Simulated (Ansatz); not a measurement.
C₂H₄F₂Si, 9 atoms. The species carries charge 0 and has multiplicity 1. The bonds changed during the relaxation, so this is another structure than the one it started from. All runs use 2 threads of an Arm Neoverse V2 on a shared host. Correlated methods freeze the cores.

Task: Give the basis size and wall time and peak host memory of each of these runs in Ansatz. RHF-MP2/def2-QZVPP energy; RKS SPW92 (LDA)/def2-TZVPP energy; RKS ωB97X-V/def2-TZVPP energy; direct RPA on PBE orbitals/def2-TZVPP energy; RKS PBE0-D4/def2-TZVP relaxation (11 steps); RHF-CCSD(T)/def2-SVP energy; RKS PBE0-D4/def2-QZVPP energy; RKS ωB97M-V/def2-SVP energy; RKS PBE0-D4/def2-SVP energy; RKS CAM-B3LYP-D4/def2-TZVPP energy; RKS PBE0-D4/def2-TZVP frequencies; RKS PBE-D4/def2-TZVPP energy and forces. (Best estimate.)

Result: Ansatz gave: Other jobs shared the machine, so times are rough.

| level | job | functions | wall time | peak host memory (GiB) |
| --- | --- | --- | --- | --- |
| RKS PBE0-D4/def2-SVP | energy | 94 | 1.1 s | 0.43 |
| RKS SPW92 (LDA)/def2-TZVPP | energy | 222 | 1.4 s | 0.24 |
| RKS PBE-D4/def2-TZVPP | energy and forces | 222 | 2.9 s | 0.25 |
| RKS CAM-B3LYP-D4/def2-TZVPP | energy | 222 | 3.6 s | 0.51 |
| RKS ωB97M-V/def2-SVP | energy | 94 | 4.7 s | 0.43 |
| RHF-CCSD(T)/def2-SVP | energy | 94 | 5 s | 0.43 |
| direct RPA on PBE orbitals/def2-TZVPP | energy | 222 | 6 s | 0.44 |
| RKS ωB97X-V/def2-TZVPP | energy | 222 | 9 s | 0.57 |
| RKS PBE0-D4/def2-QZVPP | energy | 418 | 9 s | 1.1 |
| RHF-MP2/def2-QZVPP | energy | 418 | 22 s | 2 |
| RKS PBE0-D4/def2-TZVP | relaxation (11 steps) | 185 | 42 s | 0.44 |
| RKS PBE0-D4/def2-TZVP | frequencies | 185 | 2.4 min | 0.44 |
